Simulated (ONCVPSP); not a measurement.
# What one change does to a pseudopotential (Be (Z = 4), ONCV)

ONCVPSP 4.0.1 input, shortened (lines: element, Z, core and valence counts, functional; n l f; lmax; l rc ep ncon nbas qcut; lloc lpopt rc5 dvloc0; l nproj debl; icmod fcfact rcfact), PBE, scalar-relativistic:

```
  Be 4.00    0    2        4      upf
    1    0    2.00
    2    0    2.00
    2
    0    0.90    0.00    3    8   15.00
    1    0.70    0.30    4    7   10.10
    2    0.75    0.33    4    8   13.50
    4    5    0.55    0.00
    0    2    2.00
    1    2    1.70
    2    1    2.60
    0    0.00    0.00
```

Change: all radii scaled by about 0.84 (s 0.76, p 0.58, d 0.64 bohr); local potential polynomial inside 0.46 bohr (lpopt 5, dvloc0 0 Ha).

Cutoffs: the cutoffs (Ha) at which the residual kinetic energy of the hardest occupied pseudo-wave falls to 1 and 0.1 mHa per electron; they do not see the model core or the augmentation charge, which bear on the density cutoff. Errors are all-electron minus pseudo energies relative to the spin-unpolarised reference configuration.

Problem. How do hardness, ghosts and transferability respond?

Solution. The potential gets harder (74 Ha and 87 Ha → 83 Ha and 97 Ha); the errors of the 4 common tests hardly move; neither file shows a bound ghost. A smaller radius makes the pseudo-wave follow the all-electron one further in, where it bends more sharply, so more plane waves are needed.

| quantity | base | changed |
| --- | --- | --- |
| cutoff, loose | 74 Ha | 83 Ha |
| cutoff, tight | 87 Ha | 97 Ha |
| bound ghosts | none | none |
| GHOST(+) flags under 300 eV | none | none |
| error for 1s2 2s1, meV [ΔE 9.55 eV] | +0.6 | +0.5 |
| error for 1s2 2s0, meV [ΔE 27.50 eV] | +4.2 | +3.9 |
| error for 1s2 2s1.5, meV [ΔE 3.76 eV] | +0.1 | +0.1 |
| error for 1s2 2s0 2p1, meV [ΔE 13.46 eV] | +4.6 | +4.0 |
